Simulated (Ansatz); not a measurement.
H4O3SZr, SMILES `[OH][Zr]([OH])([OH])[SH]`. Charge 0, multiplicity 1. Zr: def2 effective core potential. The structure was optimised at the PBE0-D4/def2-TZVP level. It is one conformer, not always the lowest.

```xyz
9

O    -1.437    1.360   -0.576
Zr   -0.107    0.094   -0.039
O     0.289   -1.200   -1.397
O    -0.619   -0.828    1.563
S     1.919    1.456    0.398
H    -2.139    1.812   -1.036
H     0.383   -2.007   -1.893
H    -0.974   -1.048    2.419
H     2.685    0.361    0.560
```

Problem. What is the dipole moment at r2SCAN/def2-TZVPP? (An estimate is asked.)

Solution. The calculation gave: 3.47 D, with components (-2.56, -2.30, -0.44) D in this frame, pointing from negative to positive charge.

Problem. And with PBE, B3LYP, ωB97M-V? (Estimate.)

Solution. Computed: PBE 3.39 D, B3LYP 3.41 D, ωB97M-V 3.53 D.

Problem. Give the Mulliken charges with r2SCAN, ωB97M-V, PBE in def2-TZVPP. (Best estimate.)

Solution. Ansatz gave: 
| atom | r2SCAN | ωB97M-V | PBE |
| --- | --- | --- | --- |
| O1 | -0.53 | -0.49 | -0.47 |
| Zr2 | 1.34 | 1.25 | 1.16 |
| O3 | -0.54 | -0.49 | -0.47 |
| O4 | -0.54 | -0.50 | -0.47 |
| S5 | -0.41 | -0.38 | -0.40 |
| H6 | 0.20 | 0.17 | 0.18 |
| H7 | 0.19 | 0.16 | 0.18 |
| H8 | 0.19 | 0.16 | 0.18 |
| H9 | 0.10 | 0.11 | 0.11 |

B3LYP here is the variant with VWN-RPA as its local correlation; programs differ in this.
